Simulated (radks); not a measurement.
Species: Cd3+. Configuration: [Kr] 4d8 6f1 (not the ground configuration).

All-electron calculation, scalar-relativistic Kohn-Sham, BLYP, spin-polarised, spherical densities, finite nucleus; open shells are filled with parallel spins first (spin-orbit coupling, left out, can overturn this in heavy ions); Fermi nuclear charge, rms radius 4.6087 fm. Program: a radial shooting solver on a logarithmic mesh with Libxc functionals.

Energy parts (hartree):
| part | energy |
|---|---|
| total | -5591.07565 |
| kinetic | 5818.14900 |
| electron-nucleus | -13436.17222 |
| Hartree | 2180.22096 |
| exchange-correlation | -153.27339 |

Orbitals (lengths in bohr, moments of r in powers of bohr):
| orbital | occ. | eigenvalue (hartree) | <r> | <r^2> | <r^4> |
|---|---|---|---|---|---|
| 1s up | 1 | -976.8015 | 0.03040 | 0.001250 | 4.064e-06 |
| 1s down | 1 | -976.8015 | 0.03040 | 0.001250 | 4.064e-06 |
| 2s up | 1 | -146.6413 | 0.1317 | 0.02043 | 0.0007172 |
| 2s down | 1 | -146.6240 | 0.1317 | 0.02043 | 0.0007171 |
| 2p up | 3 | -131.7905 | 0.1148 | 0.01611 | 0.0005146 |
| 2p down | 3 | -131.7773 | 0.1148 | 0.01610 | 0.0005145 |
| 3s up | 1 | -28.84691 | 0.3584 | 0.1469 | 0.03302 |
| 3s down | 1 | -28.83814 | 0.3583 | 0.1468 | 0.03299 |
| 3p up | 3 | -23.97705 | 0.3571 | 0.1481 | 0.03518 |
| 3p down | 3 | -23.96707 | 0.3571 | 0.1480 | 0.03513 |
| 3d up | 5 | -16.35437 | 0.3346 | 0.1332 | 0.03308 |
| 3d down | 5 | -16.33897 | 0.3346 | 0.1332 | 0.03301 |
| 4s up | 1 | -5.73991 | 0.8710 | 0.8579 | 1.093 |
| 4s down | 1 | -5.67446 | 0.8704 | 0.8570 | 1.093 |
| 4p up | 3 | -4.29005 | 0.9433 | 1.015 | 1.587 |
| 4p down | 3 | -4.22338 | 0.9432 | 1.016 | 1.593 |
| 4d up | 5 | -2.17917 | 1.153 | 1.560 | 4.197 |
| 4d down | 3 | -2.11542 | 1.160 | 1.582 | 4.370 |
| 6f up | 1 | -0.23709 | 9.732 | 108.3 | 15920 |

The highest occupied level is 6f up at -6.452 eV. The electron density at the nucleus is 1.637e+05 e/bohr^3 (large components only). Spin moment in Bohr magnetons: 3. Summed over all electrons, <r^2> = 131.3 bohr^2, which gives a Langevin (diamagnetic) susceptibility term of -104 x 10^-6 cm^3/mol.
